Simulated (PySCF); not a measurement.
C3H8Si.

```xyz
12

C      1.3351    -0.1831     0.0000
C      0.3986     0.1530    -1.2047
Si    -1.0615    -0.0565     0.0000
C      0.3986     0.1530     1.2047
H      2.2971     0.3569     0.0000
H      1.5711    -1.2600     0.0000
H      0.5078     1.2057    -1.5138
H      0.5057    -0.4810    -2.0965
H     -1.6499    -1.4296     0.0000
H     -2.1781     0.9372     0.0000
H      0.5078     1.2057     1.5138
H      0.5057    -0.4810     2.0965
```
Charge 0, spin multiplicity 1.

Geometry: B3LYP-D3(BJ)/def2-SVP.

The numbers are results of PBE/pcSseg-1 (PySCF), not measurements. Non-relativistic, no solvent.

Computed absolute GIAO shielding of each atom: isotropic value and principal components (ppm):
```
atom  σ(iso)    σ11    σ22    σ33  span
----  ------  -----  -----  -----  ----
C1     151.6  128.1  158.1  168.6  40.5
C2     167.0  143.5  168.7  188.8  45.3
Si3    359.7  321.9  341.2  416.0  94.1
C4     167.0  143.5  168.7  188.8  45.3
H5      28.7   24.0   26.5   35.5  11.5
H6      28.8   25.4   27.7   33.1   7.7
H7      29.7   27.0   27.6   34.5   7.4
H8      30.1   26.1   27.2   36.9  10.8
H9      26.2   24.1   24.5   30.1   5.9
H10     26.1   23.1   23.7   31.4   8.3
H11     29.7   27.0   27.6   34.5   7.4
H12     30.1   26.1   27.2   36.9  10.8
```
